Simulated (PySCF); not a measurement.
Job file and geometry (Å, from PBE0-D3(BJ)/def2-SVP) of an NMR shielding run on SMILES FC(F)[SiH]1C[SiH2]C1, C3H8F2Si2, GIAO mPW1PW91/pcSseg-1 NMR shielding, non-relativistic, gas phase (PySCF 2.14.0, density-fitted response routines); density fitting, a coarse starting grid and PySCF grid level 2 are the driver's defaults:

```
$ OMP_NUM_THREADS=1 python probes_run.py task.json out

{"job": {"kind": "nmr", "xc": "mPW1PW91", "basis": "pcSseg-1", "pop": false}, "charge": 0, "multiplicity": 1}
F      1.593875    -0.903504     1.341445
C      2.042396    -0.045968     0.376133
F      2.610616     1.018561     1.001313
Si     0.520083     0.512044    -0.655059
C     -0.784070     1.190923     0.535901
Si    -1.712420    -0.463032     0.326417
C     -0.528934    -1.009952    -1.071784
H      2.838591    -0.570620    -0.185151
H      0.984411     1.385243    -1.776406
H     -1.342708     2.058936     0.152470
H     -0.415309     1.433603     1.543502
H     -3.134475    -0.315696    -0.114605
H     -1.652310    -1.337607     1.533849
H     -0.038243    -1.986716    -0.947100
H     -0.998458    -0.980809    -2.067415
```

Question: What does the program print?

Answer: 
```
coarse grid: 13640 points
cycle   1  E = -897.5362584539  dE =  6.423e-01  |g| = 7.691e-01  |ddm| = 3.453e+00
cycle   2  E = -897.4317085486  dE =  1.045e-01  |g| = 1.084e+00  |ddm| = 1.248e+00
cycle   3  E = -897.6487209358  dE = -2.170e-01  |g| = 6.080e-02  |ddm| = 7.751e-01
cycle   4  E = -897.6492183667  dE = -4.974e-04  |g| = 3.292e-02  |ddm| = 6.439e-02
cycle   5  E = -897.6494384425  dE = -2.201e-04  |g| = 6.713e-03  |ddm| = 3.011e-02
cycle   6  E = -897.6494484598  dE = -1.002e-05  |g| = 1.822e-03  |ddm| = 9.007e-03
cycle   7  E = -897.6494491823  dE = -7.224e-07  |g| = 3.260e-04  |ddm| = 2.038e-03
final grid: 123664 points
cycle   8  E = -897.7014680182  dE = -3.145e-05  |g| = 5.450e-03  |ddm| = 2.106e-02
cycle   9  E = -897.7014631904  dE =  4.828e-06  |g| = 7.434e-03  |ddm| = 9.806e-03
cycle  10  E = -897.7014747921  dE = -1.160e-05  |g| = 4.219e-04  |ddm| = 5.477e-03
cycle  11  E = -897.7014748181  dE = -2.605e-08  |g| = 2.089e-04  |ddm| = 4.745e-04
cycle  12  E = -897.7014748249  dE = -6.784e-09  |g| = 4.430e-05  |ddm| = 1.702e-04
cycle  13  E = -897.7014748253  dE = -3.752e-10  |g| = 1.724e-05  |ddm| = 4.989e-05
converged SCF energy = -897.7014748253

GIAO shielding tensors (ppm)
atom      isotropic    diamagn.    paramagn.     s11        s22        s33       span
  0 F      335.379     476.504    -141.125    203.892    329.188    473.056    269.164
  1 C       60.075     247.501    -187.426     38.759     64.652     76.815     38.056
  2 F      329.974     472.426    -142.453    203.207    323.101    463.612    260.405
  3 Si     359.394     880.902    -521.508    333.200    349.273    395.709     62.509
  4 C      193.269     258.565     -65.296    181.739    195.824    202.245     20.507
  5 Si     378.009     879.768    -501.759    343.480    366.486    424.060     80.580
  6 C      191.833     259.034     -67.201    181.861    192.246    201.394     19.533
  7 H       25.127      28.213      -3.085     22.449     24.920     28.013      5.564
  8 H       26.220      28.695      -2.474     23.182     23.860     31.619      8.437
  9 H       30.802      30.386       0.416     26.646     27.542     38.219     11.572
 10 H       30.610      31.195      -0.585     25.928     28.265     37.637     11.709
 11 H       26.329      28.461      -2.132     22.724     24.324     31.939      9.215
 12 H       26.361      28.892      -2.531     23.849     24.106     31.127      7.277
 13 H       30.927      31.391      -0.464     26.273     28.404     38.104     11.831
 14 H       30.874      30.533       0.341     26.771     27.559     38.292     11.521
```

Size and cost of the density-fitted run: 173 basis functions, 37 s wall time on 1 thread of an Arm Neoverse N1, shared host; peak memory 0.82 GiB.
